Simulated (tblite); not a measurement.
C6H8F3P.
Atom-mapped SMILES: `[CH3:1][C:2]1=[C:3]([C:4]([F:5])([F:6])[F:7])[CH2:8][CH2:9][PH:10]1` (hydrogens: H11, H12, H13 on C1; H14, H15 on C8; H16, H17 on C9; H18 on P10)

Geometry (GFN2-xTB, Å), atoms numbered from 1 in this order:
```
atom  x, y, z in Å
C1     2.238    0.134    0.348
C2     0.828   -0.304    0.171
C3    -0.244    0.455   -0.060
C4    -0.190    1.945   -0.198
F5    -1.384    2.482   -0.488
F6     0.235    2.560    0.925
F7     0.647    2.351   -1.175
C8    -1.564   -0.241   -0.244
C9    -1.401   -1.655    0.317
P10    0.410   -2.101    0.261
H11    2.833   -0.206   -0.501
H12    2.653   -0.325    1.244
H13    2.328    1.214    0.427
H14   -2.370    0.297    0.259
H15   -1.805   -0.267   -1.312
H16   -2.001   -2.393   -0.216
H17   -1.704   -1.681    1.368
H18    0.483   -2.259   -1.136
```

Computed with GFN2-xTB (tblite): harmonic, unscaled wavenumbers at the GFN2-xTB geometry, gas phase. Against measured fundamentals such values can be off by several per cent, at times by over 20. Modes of hydrogen on phosphorus can be 10 to 20 % off. One conformer, not necessarily the lowest.

Harmonic wavenumbers (cm⁻¹): 30.2, 68.4, 100.4, 113.4, 160.6, 210.4, 268.1, 316.7, 335.5, 367.5, 441.6, 448.4, 502.9, 566.7, 618.9, 663.0, 681.5, 741.9, 795.4, 832.2, 854.4, 966.5, 993.6, 1016.6, 1024.4, 1029.8, 1057.6, 1109.2, 1134.9, 1152.5, 1173.9, 1237.4, 1257.8, 1308.2, 1401.0, 1444.3, 1455.2, 1467.1, 1468.1, 1683.1, 2192.2, 2933.1, 2952.6, 2984.7, 2994.6, 2995.7, 3017.4, 3051.8.

A = 1922, B = 830.2, C = 658.7 MHz; mass 168.032 u (most abundant isotopes); point group C1, symmetry number 1.

Question: Zero-point energy?

Answer: ½Σν̃ = 27811 cm⁻¹ = 332.69 kJ/mol.

Question: What is S at 298.15 K and 1 bar for an ideal gas of classical rigid rotors and harmonic oscillators?

Answer: Translation 172.76, rotation 125.95, vibration 134.46: S = 433.2 J/(mol K).

Question: And Cp and H(298.15 K) − H(0)?

Answer: Cp = 169.86 J/(mol K), of which vibrations give 136.60 (their classical limit is 48 R = 399.1); H(298.15 K) − H(0) = 30.61 kJ/mol without the zero-point energy, 20.69 from vibrations.

Question: What must be added to the electronic energy to get the Gibbs energy at 298.15 K and 1 bar?

Answer: ZPE + [H(298.15 K) − H(0)] − T·S = 332.69 + 30.61 − 129.15 = 234.15 kJ/mol.

Question: How do the functions run with temperature in this model?

Answer: 
```
T (K)  S (J/(mol K))  Cp (J/(mol K))  H − H(0) (kJ/mol)  G − H(0) (kJ/mol)  ln q(vib)
  100          304.5            81.5               5.71             -24.74       2.20
  200          374.7           126.0              16.08             -58.85       5.06
  300          434.2           170.7              30.92             -99.35       7.88
  500          540.1           245.9              73.04            -197.04      13.40
  800          672.1           313.7             158.02            -379.62      21.20
 1000          745.2           341.5             223.71            -521.51      25.96
```

q(vib) and H(0) count from the zero-point level.

Question: Blend soft modes into free rotors: weight 1/[1 + (100 cm⁻¹/ν̃)⁴] for the oscillator and the rest for a rotor with moment μB/(μ + B), μ = h/(8π²ν), B = 10⁻⁴⁴ kg m². What vibrational entropy results?

Answer: 121.81 J/(mol K) in place of 134.46, which changes −T·S at 298.15 K by +3.77 kJ/mol.

Hindered rotation and anharmonicity are outside this model. Other conformers, if any are populated, would add a mixing term that is left out. The structure is chiral; the term R ln 2 for an equal mix with its mirror image is left out.
